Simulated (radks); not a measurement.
Task: Ag II, configuration [Ar] 3d10 4s2 4p5 4d10 4f1 (not the ground configuration). Calculated with a radial shooting solver on a logarithmic mesh with Libxc functionals: scalar-relativistic Kohn-Sham, SCAN, spin-unpolarised, spherical densities, finite nucleus; meta-GGA in the generalised Kohn-Sham scheme; Fermi nuclear charge, rms radius 4.5454 fm. Some entries of the table are withheld. Estimate them.

orbital,occ.,eigenvalue (hartree),<1/r> (bohr^-1)
1s,2,-933.5319,(1)
2s,2,-138.6970,11.25
2p,6,-124.3654,10.85
3s,2,-26.31373,3.957
3p,6,-21.56130,3.764
3d,10,(2),3.530
4s,2,-4.35716,1.509
4p,5,-2.97020,1.362
4d,10,(3),1.038
4f,1,-0.08628,(4)

Result: 
(1) 1s <1/r> (bohr^-1): 49.43
(2) 3d eigenvalue (hartree): -14.10038
(3) 4d eigenvalue (hartree): -0.98014
(4) 4f <1/r> (bohr^-1): 0.1263
